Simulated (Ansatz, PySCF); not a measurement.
Molecule: trifluoro(hydroxy)silane, sum formula HSiOF3 (charge 0, singlet). 
Geometry from a B3LYP-D3(BJ)/def2-TZVP (Ansatz, a quantum-chemistry and plane-wave program) optimisation:
```xyz
6

Si    -0.0003    -0.0045    -0.0066
F     -0.1567    -0.5395     1.4695
F     -0.3876     1.5248     0.0197
F     -1.0165    -0.7661    -0.9306
O      1.4752    -0.2538    -0.5959
H      2.2492     0.1203    -0.1688
```
Charge 0, spin multiplicity 1.

PBE beside other levels, property by property. Cores are frozen in the correlated levels unless marked. UHF or UKS for open shells. Spin-orbit coupling is left out. Non-relativistic. Basis-set limits of correlation are two-point, X^-3; Hartree-Fock from the larger set. The bracket is a focal-point correction in the basis named. Rows marked 298 K are enthalpies with B3LYP-D3(BJ) harmonic zero-point and thermal terms. Atomisation energies are electronic, to ground-state atoms; the column to compare with has the core term from cc-pwCVTZ added, other frozen-core levels have none. Vertical energies are electronic, to the SCF solution reached for that spin. Frequencies are from Ansatz or PySCF. The coupled-cluster column (Ansatz) is a level with limits of its own: (a) RI-MP2/CBS(aug-cc-pV(T+d)Z,aug-cc-pV(Q+d)Z)+[CCSD(T)-MP2]/aug-cc-pV(T+d)Z; (b) RI-MP2/CBS(cc-pV(T+d)Z,cc-pV(Q+d)Z)+[CCSD(T)-MP2]/cc-pV(T+d)Z; (c) CCSD(T)/CBS(cc-pV(T+d)Z,cc-pV(Q+d)Z).

```csv
property,PBE0/def2-TZVPD (Ansatz),CAM-B3LYP/def2-TZVPD (Ansatz),B2PLYP-D3(BJ)/def2-TZVPD (Ansatz + dftd3),coupled cluster
vertical ionisation energy to the doublet (eV),13.55,13.82,13.80,14.03 (a)
"O-Si bond dissociation enthalpy, 298 K, to F[Si](F)F + [OH] (HO) (kcal/mol)",132.4,135.2,135.8,141.8 (b)
atomisation energy (kcal/mol),635.0,649.4,645.0,660.3 (c)
"F-Si bond dissociation enthalpy, 298 K, to O[Si](F)F + F atom (kcal/mol)",157.0,161.6,161.2,167.1 (b)
"proton affinity at O, enthalpy at 298 K, to [OH2+][Si](F)(F)F (kcal/mol)",155.8,152.9,154.3,155.0 (c)
vertical triplet-singlet gap (eV),8.26,8.44,8.51,8.72 (a)
```

Q: What does PBE/def2-TZVPD (Ansatz) give for each property, and on which side of coupled cluster does it fall?

A: 
- vertical ionisation energy to the doublet: PBE lies 1.07 eV below coupled cluster; PBE gives 12.96 eV.
- O-Si bond dissociation enthalpy, 298 K, to F[Si](F)F + [OH] (HO): PBE lies 10.3 kcal/mol below coupled cluster; PBE gives 131.5 kcal/mol.
- atomisation energy: PBE lies 7.2 kcal/mol below coupled cluster; PBE gives 653.1 kcal/mol.
- F-Si bond dissociation enthalpy, 298 K, to O[Si](F)F + F atom: PBE lies 8.8 kcal/mol below coupled cluster; PBE gives 158.3 kcal/mol.
- proton affinity at O, enthalpy at 298 K, to [OH2+][Si](F)(F)F: PBE agrees within rounding with coupled cluster; PBE gives 155.1 kcal/mol.
- vertical triplet-singlet gap: PBE lies 0.84 eV below coupled cluster; PBE gives 7.88 eV.
